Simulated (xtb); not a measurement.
Species: [Mo(NH2)6] (charge 0, multiplicity 1).

### Question
Give a relaxed geometry from GFN2-xTB (xtb).

### Answer
Several could match; the one computed here: the end point of this relaxation, one of several conformers.
Cartesian coordinates (Å) in one orientation:
```xyz
19

Mo    -0.121     0.138    -0.012
N     -0.427     1.493    -1.381
H     -0.285     2.497    -1.291
H     -0.765     1.339    -2.329
N     -1.960     0.347     0.603
H     -2.663     0.978     0.225
H     -2.410    -0.152     1.368
N     -0.693    -1.253    -1.254
H     -0.106    -1.774    -1.901
H     -1.639    -1.605    -1.385
N      1.718    -0.068    -0.629
H      2.168     0.435    -1.391
H      2.423    -0.699    -0.252
N      0.183    -1.218     1.357
H      0.034    -2.221     1.270
H      0.520    -1.064     2.306
N      0.454     1.522     1.236
H     -0.132     2.041     1.886
H      1.403     1.867     1.374
```
